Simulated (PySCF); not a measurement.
Species: C3H5PSe.
SMILES with atom numbers: `[CH:1]#[C:2][P@H:3]([CH3:4])=[Se:5]` (hydrogens: H6 on C1; H7 on P3; H8, H9, H10 on C4)

A GFN2-xTB structure was refined with PBE0-D3(BJ)/def2-SVP geometry optimisation, gas phase in PySCF. Its GFN2-xTB values:

```
coordinate  GFN2-xTB
     C1≡C2   1.229 Å
     C1–H6   1.026 Å
     C2–P3   1.775 Å
     P3–C4   1.800 Å
    P3=Se5   2.070 Å
     P3–H7   1.408 Å
     C4–H8   1.091 Å
  C1–C2–P3    171.3°
  C2–P3–C4    103.1°
 C2–P3–Se5    114.7°
 C4–P3–Se5    117.4°
```

Question: How do these coordinates change at the PBE0-D3(BJ)/def2-SVP level?

Answer: 
| coordinate | PBE0-D3(BJ)/def2-SVP (Å or °) | change |
| --- | --- | --- |
| C1–H6 | 1.076 | +0.050 |
| P3–C4 | 1.819 | +0.019 |
| P3=Se5 | 2.087 | +0.017 |
| P3–H7 | 1.424 | +0.016 |
| C1≡C2 | 1.214 | -0.015 |
| C4–H8 | 1.099 | +0.008 |
| C2–P3 | 1.770 | -0.005 |
| C1–C2–P3 | 176.9 | +5.6 |
| C2–P3–Se5 | 116.3 | +1.6 |
| C4–P3–Se5 | 116.1 | -1.3 |
| C2–P3–C4 | 103.5 | +0.4 |

The energy falls by 0.112 eV over 7 energy and gradient evaluations, the largest force component goes from 0.0708 to 3.4e-04 Eh/bohr, and the atoms move by 0.055 Å rms after alignment. The bond that changes most is C1–H6 (terminal alkyne carbon to alkyne hydrogen), which lengthens by 0.050 Å. Bonds longer at the end by more than 0.005 Å: 6 of 9; shorter: 3. Rotational constants go from 3916, 1562, 1189 to 4056, 1503, 1164 MHz.

The run used 117 basis functions and 52 SCF cycles in all.

Stationary, but not proved a minimum.
